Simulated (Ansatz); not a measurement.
Reaction (SMILES): C[N](C)[GeH2] -> C[N](C)[GeH2-] (an electron is taken up)

Wanted: adiabatic electron affinity (0 K, with zero-point energies), in eV. Positive where the reaction releases energy. Conventions: non-relativistic; spin-orbit terms left out; 6-31G* and kin with 6d, 5d where marked; UHF or UKS for open shells; no dispersion term unless named; LANL2DZ with its own core potentials from Na on. First-principles rows: single points at B3LYP-D3(BJ) geometries (Ansatz, a quantum-chemistry and plane-wave program), with unscaled harmonic terms from B3LYP/6-31G* (LANL2DZ past Ar) (Ansatz) at its own minima. Sets without +, aug- or the D of def2-TZVPD hold no diffuse functions, which anions need.

```json
[
 {"level": "PBE/STO-3G", "program": "Ansatz", "adiabatic electron affinity (0 K, with zero-point energies) (eV)": "-3.14"},
 {"level": "PBE/3-21G", "program": "Ansatz", "adiabatic electron affinity (0 K, with zero-point energies) (eV)": "0.57"},
 {"level": "PBE/LANL2DZ", "program": "Ansatz", "adiabatic electron affinity (0 K, with zero-point energies) (eV)": "0.90"},
 {"level": "PBE/6-31G*", "program": "Ansatz", "adiabatic electron affinity (0 K, with zero-point energies) (eV)": "1.12"},
 {"level": "PBE/def2-SVP", "program": "Ansatz", "adiabatic electron affinity (0 K, with zero-point energies) (eV)": "1.12"},
 {"level": "PBE/6-31G* with LANL2DZ past Ar", "program": "Ansatz", "adiabatic electron affinity (0 K, with zero-point energies) (eV)": "1.08"},
 {"level": "PBE/def2-TZVPD", "program": "Ansatz", "adiabatic electron affinity (0 K, with zero-point energies) (eV)": "1.40"}
]
```

No value to compare with is used here. The 6 habitual levels span -3.14 (PBE/STO-3G) to 1.12 eV (PBE/def2-SVP); PBE/def2-TZVPD gives 1.40.

The sets are all those run for this method; left out are runs that failed, that the program found above a lower state of the same kind, or whose <S^2> lies over 0.5 above the pure value.
